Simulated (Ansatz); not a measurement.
A structure relaxed at PBE0-D4/def2-TZVPD in Ansatz, charge -1, singlet:

```
atom   x (Å)   y (Å)   z (Å)
  V1  -0.771   1.117  -0.035
  V2   0.142  -1.041  -0.684
  V3   0.630  -0.076   0.718
```

Task: Give its formula and point group.

Result: the cluster V3⁻ (the lowest singlet isomer of a short search). Point group Cs (tolerance 0.1 Å).

Task: Summarise the bond lengths by kind (pairs closer than 1.2 times the sum of covalent radii, bridged metal pairs left out).

Result: 3 × V–V 1.77 to 2.43 Å.

The restricted singlet is unstable towards broken spin symmetry in Hartree–Fock (as tested in another run); at PBE0-D4/def2-TZVPD this wasn't settled. The highest occupied level of the charge -1 singlet lies above zero (up to 0.26 eV). The electron is either unbound and held by the finite basis, or the level is raised by self-interaction error. The relaxation made no stability test and no search for a lower SCF solution. At PBE0-D4/def2-TZVPD a triplet of charge -1 lies 2.33 eV below the restricted singlet, each at its own geometry. That triplet is doubtful there (⟨S²⟩ 6.74, where a pure state has 2.00). The structure comes from a short search, and lower isomers may exist.
